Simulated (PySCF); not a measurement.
# Fractional electron number in Zr (zirconium, neutral)

The 5s beta orbital of [Kr] 4d2 5s2 is emptied in steps (occupation f), with all orbitals relaxed, ending at [Kr] 4d2 5s1. Computed with PySCF 2.14 in def2-SVP with the def2 core potential (28 electrons), with scalar relativity through the core potential. The exact energy is a straight line in f; departures are measured from the line between the end points of the same method.

```
   f  UHF (eV)  LDA (eV)  PBE (eV)
   1     0.000     0.000     0.000
0.75     0.030    -0.474    -0.455
 0.5     0.037    -0.634    -0.610
0.25     0.026    -0.477    -0.457
   0     0.000     0.000     0.000
```

| method | E(f=0) − E(f=1) (eV) | −ε at f=1 (eV) | −ε at f=0.5 (eV) |
| --- | --- | --- | --- |
| UHF | 5.193 | 5.362 | 5.183 |
| LDA | 6.748 | 4.231 | 6.741 |
| PBE | 6.447 | 4.033 | 6.437 |

Orbital energy along the path (eV):

```tsv
f	UHF	LDA	PBE
1	-5.362	-4.231	-4.033
0.75	-5.264	-5.476	-5.223
0.5	-5.183	-6.741	-6.437
0.25	-5.117	-8.016	-7.688
0	-5.061	-9.256	-8.507
```

Reference removal energy between the ground levels: 6.634 eV (measured; NIST Atomic Spectra Database, ionization energies). The calculation has no spin-orbit coupling. UHF lacks correlation.
